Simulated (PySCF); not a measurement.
Molecule: CH7O3Si (charge +1, singlet). It need not be the lowest isomer of its formula. SMILES: C[Si](O)(O)[OH2+]
Coordinates optimised at B3LYP-D3(BJ)/def2-TZVP (Ansatz):
```xyz
12

Si    -0.0122     0.1641     0.1081
C     -1.8140     0.4622     0.1684
O      0.2890    -1.3499    -0.8754
O      0.8801     1.1096    -0.8379
O      0.7057    -0.4098     1.4271
H     -2.3347    -0.3726     0.6400
H     -2.2223     0.6116    -0.8324
H     -2.0268     1.3611     0.7532
H      0.7410    -1.2401    -1.7305
H      0.7398     2.0467    -1.0004
H      0.5221    -0.1531     2.3352
H      0.6366    -2.1245    -0.3992
```
Charge +1, spin multiplicity 1.

Dispersion corrections to the total energy (kcal/mol) from the dftd3 and dftd4 libraries through PySCF: D3(BJ) without and D4 with the three-body term, each with the damping fitted for the functional named.

| functional | D3(BJ) | D4 |
|---|---|---|
| revPBE | … | -15.00 |
| HSE06 | -3.45 | -3.71 |
| BLYP | -11.06 | -10.59 |
| HF | -40.85 | -17.19 |
| TPSS | … | -6.44 |
| PBE0 | … | -4.00 |
| B2PLYP | -4.24 | -3.32 |

Question: Complete the blanks.

Answer: 
- revPBE, D3(BJ): -13.00
- TPSS, D3(BJ): -6.57
- PBE0, D3(BJ): -4.54
